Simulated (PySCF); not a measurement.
C2H7AlSe, SMILES [CH3][Al]([CH3])[SeH]. Atoms are numbered in the order given.

```xyz
11

Al    -0.7745     0.5572    -0.1988
C     -2.5430    -0.2868    -0.1089
H     -2.5048    -1.3549     0.1605
H     -3.0667    -0.2042    -1.0787
H     -3.1823     0.2234     0.6346
C     -0.4521     2.4398    -0.6589
H      0.1861     2.5294    -1.5562
H      0.0767     2.9669     0.1554
H     -1.3880     2.9884    -0.8591
Se     1.0554    -0.8113     0.2841
H      2.0322     0.2726     0.0762
```
Charge 0, spin multiplicity 1.

The structure is a stationary point at TPSSh-D3(BJ)/def2-SVP. The structure was generated by enumeration; whether it is a known compound was not checked. One conformer was computed; it need not be the lowest.

The numbers are results of TDDFT-PBE/def2-SVPD (PySCF), not measurements.

Vertical excitations. Gas-phase values at a fixed geometry.

| state | energy (eV) | λ (nm) | f | main pairs |
|---|---|---|---|---|
| S1 | 5.00 | 248 | 0.061 | HOMO→LUMO+1 62 %, HOMO→LUMO 35 % |
| S2 | 5.00 | 248 | 0.064 | HOMO→LUMO 59 %, HOMO→LUMO+1 37 % |
| S3 | 5.40 | 229 | 0.000 | HOMO−1→LUMO 99 % |
| S4 | 5.50 | 225 | 0.000 | HOMO−2→LUMO 73 %, HOMO→LUMO+2 26 % |
| S5 | 5.60 | 221 | 0.000 | HOMO→LUMO+2 72 %, HOMO−2→LUMO 26 % |
| S6 | 5.79 | 214 | 0.063 | HOMO−1→LUMO+1 95 % |
| S7 | 5.97 | 208 | 0.118 | HOMO−2→LUMO+1 95 % |
| S8 | 6.25 | 199 | 0.021 | HOMO→LUMO+3 97 % |
| S9 | 6.38 | 194 | 0.053 | HOMO−1→LUMO+2 48 %, HOMO−2→LUMO+2 46 % |
| S10 | 6.42 | 193 | 0.008 | HOMO→LUMO+4 97 % |
| T1 | 4.25 | 292 | 0 | HOMO→LUMO 99 % |
| T2 | 4.77 | 260 | 0 | HOMO→LUMO+1 98 % |
| T3 | 5.08 | 244 | 0 | HOMO→LUMO+2 49 %, HOMO−1→LUMO 41 %, HOMO−2→LUMO 8 % |
| T4 | 5.15 | 241 | 0 | HOMO−1→LUMO 53 %, HOMO−2→LUMO 24 %, HOMO→LUMO+2 22 % |
Triplets are in the Tamm–Dancoff approximation, which puts them higher than full response would, so one can lie above its singlet here.
